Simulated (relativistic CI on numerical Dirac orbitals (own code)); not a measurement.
# Calculated levels, Be2+

These numbers are calculated, not measured: Dirac-Coulomb-Breit CI, separate exchange-only KLI orbitals for each configuration, model QED, valence Slater integrals scaled by 0.85, P86 correlation energy added to each configuration (own radial code, finite nucleus).

CI space: 1s2, 1s 2s, 1s 2p, 1s 3s, 1s 3p, 1s 3d, 1s 4s, 1s 4p, 1s 4d, 1s 4f, 1s 5s, 1s 5p, 1s 5d, 1s 5f, 1s 5g, 1s 6s, 1s 6p, 1s 6d. Levels of other configurations are missing.

```
No.  Configuration  Term  J   E (eV)    %  Next component (%)  Landé g
  1            1s2    1S  0    0.000  100                             
  2          1s 2s    3S  1  117.914  100                        2.002
  3          1s 2s    1S  0  120.503   99                             
  4          1s 2p   3P°  1  121.328  100                        1.501
  5          1s 2p   3P°  0  121.330  100                             
  6          1s 2p   3P°  2  121.330  100                        1.501
  7          1s 2p   1P°  1  123.032  100                        1.000
  8          1s 3s    3S  1  138.375  100                        2.002
  9          1s 3s    1S  0  139.108   99                             
 10          1s 3p   3P°  1  139.254  100                        1.501
 11          1s 3p   3P°  2  139.255  100                        1.501
 12          1s 3p   3P°  0  139.255  100                             
 13          1s 3d    3D  2  139.443  100                        1.167
 14          1s 3d    3D  1  139.443  100                        0.499
 15          1s 3d    3D  3  139.444  100                        1.334
 16          1s 3d    1D  2  139.456  100                        1.000
 17          1s 3p   1P°  1  139.810   99                        1.000
 18          1s 4s    3S  1  145.101  100                        2.002
 19          1s 4s    1S  0  145.420   99          1 1s 5s 1S         
 20          1s 4p   3P°  1  145.454  100                        1.501
 21          1s 4p   3P°  2  145.454  100                        1.501
 22          1s 4p   3P°  0  145.454  100                             
 23          1s 4d    3D  2  145.555  100                        1.167
 24          1s 4d    3D  1  145.555  100                        0.499
 25          1s 4d    3D  3  145.555  100                        1.334
 26          1s 4d    1D  2  145.561  100                        1.000
 27          1s 4p   1P°  1  145.712   99                        1.000
 28          1s 4f   3F°  3  145.871   73              27 1F°    1.061
 29          1s 4f   3F°  2  145.871  100                        0.666
 30          1s 4f   3F°  4  145.871  100                        1.250
```

Energies count from the lowest computed level; ° marks odd parity.

The mean weight of the leading LS term, summed over parents, in these 30 levels is 99 %, and that of the leading jj configuration (from the same eigenvectors) 88 %, so LS coupling describes them better.

For a near-neutral ion this model can misplace configurations by up to about 10,000 cm⁻¹ (more where the count of f electrons changes) and terms by 10 to 25 % of their spread. Rates follow the energies as ν³ (E1, M1) or ν⁵ (E2), so they and the lifetimes can be off by large factors. The fine structure of a lone outer electron comes out too small, for d and f at times inverted, and misplaced configurations move strength between like terms. 2 of the 2 excited levels that our extract of the measured tables holds in this range could be paired (the sources list more); they are missed by 4646 cm⁻¹ on average and 5143 at most, and levels without a partner can miss by more.
